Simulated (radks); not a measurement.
Removal energies from the silicon ion Si10+, [He] 2s2, by Delta-SCF beside the eigenvalue of the level emptied. Method: non-relativistic Kohn-Sham, PBE, spin-polarised, spherical densities, point nucleus; computed with a radial shooting solver on a logarithmic mesh with Libxc functionals. Open shells are filled with parallel spins first.

| removed from | final configuration | Delta-SCF (eV) | -eigenvalue (eV) |
|---|---|---|---|
| 2s | [He] 2s1 | 472.52 | 453.01 |
| 1s | 1s1 2s2 | 2290.6 | 2208.4 |
